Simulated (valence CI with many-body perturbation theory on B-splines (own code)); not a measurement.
**Pt XLV: electric-dipole lines**

Computed by valence CI with perturbative core correlation (CI+MBPT): six valence electrons over a frozen Dirac-Fock core [Ar] 3d10, a basis of 9 s, 9 p, 8 d, 6 f, 3 g, 1 h functions for each j, with the one-electron correlation potential Σ1 (screened to all orders), the two-electron term Σ2, the three-electron term Σ3, Breit, model QED; selected single and double excitations, second order for the rest, scaled by the run's own slope (own B-spline code, finite nucleus).

No measured spectrum was set against this ion. As an estimate, large intervals hold to a few tenths of a per cent, small ones and those within an open d or f shell to about a per cent. Among the levels kept, up to 670 cm⁻¹ of a level comes from second order outside the variational space, and about a tenth of that is noise between levels of different J, which matters for small intervals.

Lines 1 to 50 of 114 in falling wavelength, among levels below 2838400 cm⁻¹, chosen from the strongest by gf and those to the six lowest levels. Wavelengths and rates use the calculated energies. Electric multipoles are in the length gauge with retardation, E1 and E2 with the static RPA response of the core. Weak lines are less certain than strong ones. Lines between different terms over intervals too small for the method are left out, as are lines whose strength nearly cancels. The highest levels of a list are the least certain.

Levels are named by their leading jj configuration (3d3/2^4 stands for four electrons in 3d with j = 3/2), which in mixed levels can hold well under half, so a name can repeat and another be missing. Letters in brackets count levels of one name in rising energy.

| λ vac (Å) | Upper | Lower | A (s⁻¹) | S (a.u.) |
| --- | --- | --- | --- | --- |
| 7629 | (4s^2 4p1/2^2 4d3/2^2) J=2 | (4s^2 4p1/2 4p3/2^2 4d5/2) J=2 [b] | 6.82e+00 | 7.48e-06 |
| 3601 | (4s^2 4p1/2 4p3/2^2 4d5/2) J=3 [c] | (4s^2 4p1/2^2 4d3/2^2) J=2 | 4.77e+02 | 7.69e-05 |
| 2917 | (4s^2 4p3/2^4) J=0 | (4s 4p1/2^2 4p3/2^3) J=1 | 3.89e+04 | 4.77e-04 |
| 2122 | (4s^2 4p1/2 4p3/2^2 4d5/2) J=2 [c] | (4s^2 4p1/2^2 4d3/2^2) J=2 | 1.71e+02 | 4.02e-06 |
| 1335 | (4s^2 4p1/2^2 4d3/2^2) J=2 | (4s^2 4p1/2 4p3/2^2 4d5/2) J=2 [a] | 3.31e+02 | 1.95e-06 |
| 1309 | (4s^2 4p1/2^2 4d3/2^2) J=0 | (4s^2 4p1/2 4p3/2^2 4d5/2) J=1 [b] | 1.54e+02 | 1.70e-07 |
| 687.9 | (4s^2 4p1/2^2 4d3/2^2) J=2 | (4s^2 4p1/2 4p3/2^2 4d3/2) J=1 [c] | 9.41e+02 | 7.56e-07 |
| 629.4 | (4s^2 4p1/2^2 4d3/2^2) J=2 | (4s^2 4p1/2 4p3/2^2 4d5/2) J=1 [a] | 6.65e+03 | 4.09e-06 |
| 486.2 | (4s^2 4p1/2^2 4d3/2^2) J=2 | (4s^2 4p1/2 4p3/2^2 4d5/2) J=3 [a] | 2.58e+05 | 7.31e-05 |
| 463.3 | (4s^2 4p1/2^2 4d3/2^2) J=2 | (4s^2 4p1/2 4p3/2^2 4d3/2) J=1 [b] | 2.00e+05 | 4.92e-05 |
| 452.3 | (4s^2 4p1/2^2 4d3/2^2) J=0 | (4s^2 4p1/2 4p3/2^2 4d3/2) J=1 [c] | 1.03e+04 | 4.70e-07 |
| 448.0 | (4s^2 4p1/2^2 4d3/2^2) J=2 | (4s^2 4p1/2 4p3/2^2 4d3/2) J=2 [c] | 1.97e+06 | 4.38e-04 |
| 428.7 | (4s^2 4p1/2^2 4d3/2^2) J=2 | (4s^2 4p1/2 4p3/2^2 4d3/2) J=3 [b] | 2.04e+06 | 3.97e-04 |
| 426.3 | (4s^2 4p1/2^2 4d3/2^2) J=0 | (4s^2 4p1/2 4p3/2^2 4d5/2) J=1 [a] | 2.83e+05 | 1.08e-05 |
| 393.7 | (4s^2 4p1/2 4p3/2^2 4d3/2) J=1 [a] | (4s^2 4p3/2^4) J=0 | 1.48e+06 | 1.34e-04 |
| 343.0 | (4s^2 4p1/2^2 4d3/2^2) J=0 | (4s^2 4p1/2 4p3/2^2 4d3/2) J=1 [b] | 2.23e+07 | 4.44e-04 |
| 325.3 | (4s^2 4p1/2^2 4d3/2^2) J=2 | (4s^2 4p1/2 4p3/2^2 4d3/2) J=2 [b] | 2.18e+04 | 1.85e-06 |
| 312.1 | (4s^2 4p3/2^4) J=0 | (4s^2 4p1/2^2 4p3/2 4d5/2) J=1 | 9.93e+05 | 1.49e-05 |
| 309.4 | (4s^2 4p1/2^2 4p3/2 4d3/2) J=2 | (4s^2 4p1/2 4p3/2^3) J=2 | 4.53e+06 | 3.31e-04 |
| 285.4 | (4s^2 4p1/2^2 4p3/2 4d3/2) J=1 | (4s^2 4p1/2 4p3/2^3) J=2 | 3.18e+07 | 1.09e-03 |
| 279.9 | (4s^2 4p1/2^2 4p3/2 4d3/2) J=3 | (4s^2 4p1/2 4p3/2^3) J=2 | 6.38e+05 | 4.83e-05 |
| 276.2 | (4s^2 4p1/2^2 4p3/2 4d3/2) J=2 | (4s^2 4p1/2 4p3/2^3) J=1 | 1.90e+06 | 9.89e-05 |
| 257.8 | (4s^2 4p1/2^2 4p3/2 4d3/2) J=0 | (4s^2 4p1/2 4p3/2^3) J=1 | 7.69e+06 | 6.50e-05 |
| 256.9 | (4s^2 4p1/2^2 4p3/2 4d3/2) J=1 | (4s^2 4p1/2 4p3/2^3) J=1 | 4.23e+06 | 1.06e-04 |
| 255.6 | (4s^2 4p1/2^2 4d3/2^2) J=2 | (4s^2 4p1/2 4p3/2^2 4d3/2) J=3 [a] | 2.63e+07 | 1.08e-03 |
| 235.9 | (4s^2 4p1/2^2 4d3/2^2) J=2 | (4s^2 4p1/2 4p3/2^2 4d3/2) J=2 [a] | 7.45e+05 | 2.41e-05 |
| 235.6 | (4s^2 4p1/2^2 4d3/2^2) J=2 | (4s^2 4p1/2 4p3/2^2 4d3/2) J=1 [a] | 1.46e+05 | 4.71e-06 |
| 216.1 | (4s^2 4p1/2 4p3/2^2 4d3/2) J=1 [b] | (4s^2 4p3/2^4) J=0 | 1.69e+07 | 2.53e-04 |
| 199.9 | (4s^2 4p1/2^2 4d3/2^2) J=0 | (4s^2 4p1/2 4p3/2^2 4d3/2) J=1 [a] | 3.84e+07 | 1.51e-04 |
| 192.4 | (4s^2 4p1/2 4p3/2^2 4d5/2) J=1 [a] | (4s^2 4p3/2^4) J=0 | 1.02e+08 | 1.07e-03 |
| 187.6 | (4s^2 4p1/2 4p3/2^2 4d3/2) J=1 [c] | (4s^2 4p3/2^4) J=0 | 7.79e+07 | 7.61e-04 |
| 176.6 | (4s^2 4p1/2^2 4p3/2 4d5/2) J=2 | (4s^2 4p1/2 4p3/2^3) J=2 | 1.91e+08 | 2.59e-03 |
| 165.3 | (4s^2 4p1/2^2 4p3/2 4d5/2) J=2 | (4s^2 4p1/2 4p3/2^3) J=1 | 2.03e+08 | 2.27e-03 |
| 149.1 | (4s^2 4p1/2^2 4p3/2 4d5/2) J=3 | (4s^2 4p1/2 4p3/2^3) J=2 | 6.05e+05 | 6.93e-06 |
| 149.1 | (4s^2 4p3/2^4) J=0 | (4s^2 4p1/2^2 4p3/2 4d3/2) J=1 | 4.54e+06 | 7.41e-06 |
| 147.5 | (4s^2 4p1/2 4p3/2^2 4d5/2) J=1 [b] | (4s^2 4p3/2^4) J=0 | 1.02e+08 | 4.86e-04 |
| 142.7 | (4s^2 4p1/2^2 4p3/2 4d5/2) J=1 | (4s^2 4p1/2 4p3/2^3) J=2 | 2.72e+08 | 1.17e-03 |
| 140.3 | (4s^2 4p1/2^2 4d3/2^2) J=2 | (4s 4p1/2^2 4p3/2^3) J=1 | 6.97e+05 | 4.75e-06 |
| 135.2 | (4s^2 4p1/2^2 4p3/2 4d5/2) J=1 | (4s^2 4p1/2 4p3/2^3) J=1 | 2.57e+07 | 9.41e-05 |
| 126.8 | (4s^2 4p1/2^2 4d3/2^2) J=0 | (4s 4p1/2^2 4p3/2^3) J=1 | 3.89e+07 | 3.91e-05 |
| 122.9 | (4s^2 4p1/2^2 4d3/2^2) J=2 | (4s 4p1/2^2 4p3/2^3) J=2 | 6.27e+06 | 2.87e-05 |
| 112.9 | (4s 4p1/2^2 4p3/2^3) J=2 | (4s^2 4p1/2 4p3/2^3) J=2 | 1.17e+10 | 4.15e-02 |
| 108.1 | (4s 4p1/2^2 4p3/2^3) J=2 | (4s^2 4p1/2 4p3/2^3) J=1 | 1.53e+10 | 4.79e-02 |
| 101.3 | (4s 4p1/2^2 4p3/2^3) J=1 | (4s^2 4p1/2 4p3/2^3) J=2 | 3.63e+10 | 5.59e-02 |
| 100.1 | (4s^2 4p1/2^2 4d3/2^2) J=2 | (4s^2 4p1/2^2 4p3/2 4d5/2) J=1 | 1.04e+08 | 2.58e-04 |
| 97.48 | (4s 4p1/2^2 4p3/2^3) J=1 | (4s^2 4p1/2 4p3/2^3) J=1 | 8.99e+09 | 1.23e-02 |
| 97.16 | (4s^2 4p1/2^2 4d3/2^2) J=2 | (4s^2 4p1/2^2 4p3/2 4d5/2) J=3 | 3.35e+08 | 7.58e-04 |
| 93.05 | (4s^2 4p1/2^2 4d3/2^2) J=0 | (4s^2 4p1/2^2 4p3/2 4d5/2) J=1 | 1.32e+08 | 5.24e-05 |
| 88.22 | (4s^2 4p1/2^2 4d3/2^2) J=2 | (4s^2 4p1/2^2 4p3/2 4d5/2) J=2 | 9.76e+07 | 1.65e-04 |
| 78.41 | (4s^2 4p1/2 4p3/2^2 4d3/2) J=1 [a] | (4s^2 4p1/2 4p3/2^3) J=2 | 9.25e+09 | 6.61e-03 |
